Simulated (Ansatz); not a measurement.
`NBS` and `NB[SeH]` differ in one element.

Ansatz, PBE0-D4/def2-TZVP geometries, multiplicity 1. Each molecule was computed in one conformer, which needn't be the lowest.

Scalar relativity is left out up to krypton.

```
                                      property  `NBS`
         HOMO–LUMO gap (B3LYP/def2-TZVPP) / eV   7.13
            HOMO energy (PBE0/def2-TZVPP) / eV  -7.18
         HOMO energy (ωB97M-V/def2-TZVPP) / eV  -9.37
zero-point energy (PBE0-D4/def2-TZVP) / kJ/mol  131.0
size of the dipole moment (PBE/def2-TZVPP) / D   1.67
           HOMO–LUMO gap (PBE/def2-TZVPP) / eV   5.50
```

**Question.** What does the change do to each property? (Estimate.)

**Answer.** Computed: 
| property | `NB[SeH]` | shift |
| --- | --- | --- |
| HOMO–LUMO gap (B3LYP/def2-TZVPP) / eV | 6.52 | -0.61 |
| HOMO energy (PBE0/def2-TZVPP) / eV | -6.82 | 0.36 |
| HOMO energy (ωB97M-V/def2-TZVPP) / eV | -8.95 | 0.42 |
| zero-point energy (PBE0-D4/def2-TZVP) / kJ/mol | 127.4 | -3.6 |
| size of the dipole moment (PBE/def2-TZVPP) / D | 1.95 | 0.28 |
| HOMO–LUMO gap (PBE/def2-TZVPP) / eV | 5.07 | -0.43 |

With PBE0 the HOMO rises by 0.36 eV and the LUMO falls by 0.24 eV, so the gap narrows by about 0.60 eV. PBE moves the HOMO by 0.28 eV and ωB97M-V by 0.42 eV. Dipoles are sizes alone; their direction can turn.

B3LYP here is the variant with VWN-RPA as its local correlation; programs differ in this.

Spin–orbit coupling is left out; it splits and shifts lone-pair levels of the heavy atoms by tenths of an eV.
